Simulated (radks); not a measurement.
Species: Hf10+. Configuration: [Kr] 4d10 4f12 5s2 5p2 (the NIST ground configuration).

Method: non-relativistic Kohn-Sham, LDA (Slater exchange, Perdew-Wang correlation), spin-unpolarised, spherical densities, point nucleus; relativity is left out, which matters for an element this heavy; computed with a radial shooting solver on a logarithmic mesh with Libxc functionals.

Energy parts (Ry):
part                       energy
total                 -28573.0563
kinetic                28563.0269
electron-nucleus      -67232.7324
Hartree                10654.1789
exchange-correlation    -557.5296

Orbitals (lengths in bohr, moments of r in powers of bohr; r(max) is where P^2 peaks):
1s: occ. 2; eigenvalue (Ry) -4434.881; r(max) 0.01397
2s: occ. 2; eigenvalue (Ry) -735.5504; r(max) 0.07618
2p: occ. 6; eigenvalue (Ry) -704.9158; r(max) 0.05914
3s: occ. 2; eigenvalue (Ry) -176.5648; r(max) 0.2098
3p: occ. 6; eigenvalue (Ry) -162.4277; r(max) 0.1978
3d: occ. 10; eigenvalue (Ry) -135.9891; r(max) 0.1562
4s: occ. 2; eigenvalue (Ry) -44.97639; r(max) 0.4726
4p: occ. 6; eigenvalue (Ry) -39.13233; r(max) 0.4738
4d: occ. 10; eigenvalue (Ry) -28.49442; r(max) 0.4710
5s: occ. 2; eigenvalue (Ry) -15.39711; r(max) 1.041
4f: occ. 12; eigenvalue (Ry) -14.67005; r(max) 0.4369
5p: occ. 2; eigenvalue (Ry) -13.45363; r(max) 1.097
5d: occ. 0; eigenvalue (Ry) -10.19547; r(max) 1.242
6s: occ. 0; eigenvalue (Ry) -7.70846; r(max) 2.024

The highest occupied level is 5p at -183.05 eV. The electron density at the nucleus is 2.666e+05 e/bohr^3. The density falls to 0.001 e/bohr^3 at r = 2.35 bohr. For comparison, the ionisation energy in NIST's Atomic Spectra Database is 209 eV (theoretical). In exact Kohn-Sham theory the highest level is minus the ionisation energy, but local and semilocal functionals leave it too shallow, through self-interaction and a potential that decays too fast; potentials with the right tail come closer. Virial ratio -V/T = 2.00035.

Beside tabulated values, note that spin-unpolarised runs miss the spin-polarisation part of the exchange energy of open shells.
